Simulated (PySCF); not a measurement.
A structure optimised at PBE0-D3(BJ)/def2-SVP, used in a PySCF frequency run:

```
W
O 1 1.8875
H 2 0.9613 1 129.46
O 1 1.8875 2 164.27 3 39.08
H 4 0.9613 1 129.46 2 39.08
O 1 1.9045 2 89.28 3 154.81
H 6 0.9617 1 134.21 2 -61.94
O 1 1.9045 2 97.45 3 -75.63
H 8 0.9617 1 134.21 2 103.80
H 1 1.6939 2 85.90 3 72.19
H 1 1.6939 10 66.27 4 -89.49
```
Charge 0, spin multiplicity 1.

Q: Write its SMILES, formula and point group.

A: [OH][WH2]([OH])([OH])[OH], H6O4W, C2

Q: What are its rotational constants (standard atomic weights)?

A: 3.7269, 3.2319, 2.1582 GHz
